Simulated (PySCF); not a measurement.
C₃H₄F₂Si, SMILES C#CC(F)(F)[SiH3]. Coordinates come from a PBE0-D3(BJ)/def2-SVP optimisation. This is a generated structure with no PubChem entry under its InChIKey; it may be hypothetical.

Level of theory: PySCF with PBE0-D3(BJ)/def2-SVP.

Harmonic wavenumbers (cm⁻¹): 120, 150, 190, 210, 301, 431, 483, 553, 615, 646, 698, 714, 748, 895, 932, 935, 1082, 1116, 1184, 2249, 2255, 2271, 2273, 3485. Rotational constants (GHz): 3.511, 2.319, 1.911; symmetry number 1.

Question: Work out the zero-point energy and the ideal-gas rigid-rotor harmonic-oscillator thermochemistry at 298.15 K and 1 atm.

Answer: ZPE = ½ Σ hcν = ½ × 24535 cm⁻¹ = 35.07 kcal/mol. H − E(el) = 40.21 kcal/mol. Entropy in cal/(mol K): translation 39.90, rotation 27.43, vibration 15.77, total 83.09. G − E(el) = 15.44 kcal/mol. Cp = 27.49 cal/(mol K). Modes under 150 cm⁻¹ make the vibrational entropy uncertain.
